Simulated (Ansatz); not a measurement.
`[CH3][SnH]([F])[SeH]`. Total charge 0; spin multiplicity 1. Sn: def2 effective core potential.

Cartesian coordinates in Å:
```
C -1.2431 0.5085 -0.1878
Sn 0.4362 -0.4747 0.6585
F 0.1821 -2.3200 0.1531
Se 2.6197 0.2849 -0.3310
H -1.1874 1.5785 0.0098
H -1.2446 0.3333 -1.2631
H -2.1544 0.0984 0.2470
H 0.6001 -0.5205 2.3532
H 1.9916 0.5117 -1.6397
```

Q: What are the harmonic wavenumbers in cm⁻¹ at PBE0-D4/def2-TZVP (Ansatz, finite differences of forces, unscaled)? (Estimate.)

A: The calculation gave: 68, 100, 131, 138, 152, 249, 499, 547, 568, 607, 655, 774, 785, 1226, 1447, 1449, 1960, 2442, 3073, 3175, 3178.

Q: Is this a minimum?

A: Yes, all 21 modes are real.

Q: Give the ideal-gas thermochemistry at 298.15 K and 1 bar (rigid rotor, harmonic oscillator; point group C1, symmetry number 1).

A: Zero-point energy 138.9 kJ/mol; H(298) − E = 162.2 kJ/mol; entropy 383.4 J/(mol·K), of which translation 176.9, rotation 119.4, vibration 87.2; G(298) − E = 47.8 kJ/mol. Modes under 100 cm⁻¹ are hindered rotations or soft bends, so the harmonic entropy is rough.
